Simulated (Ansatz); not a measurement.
Cartesian coordinates in Å:
```
C 1.209 -0.018 0.967
C 0.423 0.382 -0.255
C -0.342 -0.744 -1.025
Si -1.406 0.551 -0.289
Cl -2.481 0.101 1.393
H 1.532 0.859 1.533
H 2.100 -0.592 0.693
H 0.611 -0.638 1.641
H 0.961 1.057 -0.918
H -0.185 -0.804 -2.098
H -0.317 -1.718 -0.543
H -2.106 1.564 -1.099
```

Charge 0, multiplicity 1.

Question: List the r2SCAN/def2-TZVPP orbital energies in eV (Ansatz). (Best estimate.)

Answer: The calculation gave: Occupied: -2753.41, -1791.66, -273.30, -273.01, -272.96, -254.80, -193.34, -193.20, -193.19, -142.07, -96.99, -96.89, -96.89, -21.65, -20.79, -18.08, -14.82, -13.09, -11.95, -10.98, -10.46, -9.77, -9.70, -8.96, -8.69, -8.45, -7.12, -5.94. Lowest empty: -0.18, -0.02, 0.92, 1.28, 1.99, 2.53, 2.90, 3.23.
